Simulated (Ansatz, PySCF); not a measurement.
Reaction R1 + R2 → P1 + P2, each structure at its B3LYP-D3(BJ)/def2-TZVP stationary point, reached from a drawn start (curvature not checked).
R1: C2H6Zn (SMILES [CH3][Zn][CH3]), charge 0, multiplicity 1.
P1: CH4 (SMILES C), charge 0, multiplicity 1.
R2, H2O (SMILES O) (charge 0, multiplicity 1, Z-matrix in Å and degrees):
```
O
H 1 0.9627
H 1 0.9627 2 105.24
```
P2, CH4OZn (SMILES [CH3][Zn][OH]) (charge 0, multiplicity 1, Z-matrix in Å and degrees):
```
Zn
O 1 1.7911
H 2 0.9609 1 116.97
C 1 1.9334 3 163.20 2 179.94
H 4 1.0905 1 110.42 3 112.44
H 4 1.0906 5 108.64 1 -121.13
H 4 1.0906 5 108.52 6 -117.77
```

P less R. No zero-point or thermal terms; no spin–orbit coupling.

Cores are frozen in the correlated methods.

The values were computed with Ansatz (a quantum-chemistry and plane-wave program) with Gaussian orbitals; PySCF for the D3/D4 terms. No computed number here is a measurement.

```csv
level,reaction energy (eV)
PBE-D3(BJ)/def2-TZVPP,-0.698
BLYP-D4/def2-TZVPP,-0.790
revPBE-D3(BJ)/def2-TZVPP,-0.689
B3LYP/def2-TZVPP,-0.785
BHLYP-D3(BJ)/def2-TZVPP,-0.765
B2PLYP-D3(BJ)/def2-TZVPP,-0.772
SCS-MP2/def2-TZVPP,-0.766
CCSD/def2-TZVPP,[?]
CCSD(T)/def2-QZVPP,[?]
```

Problem. Fill in the missing entries.

Solution. 
- CCSD/def2-TZVPP, reaction energy (eV): -0.728
- CCSD(T)/def2-QZVPP, reaction energy (eV): -0.742
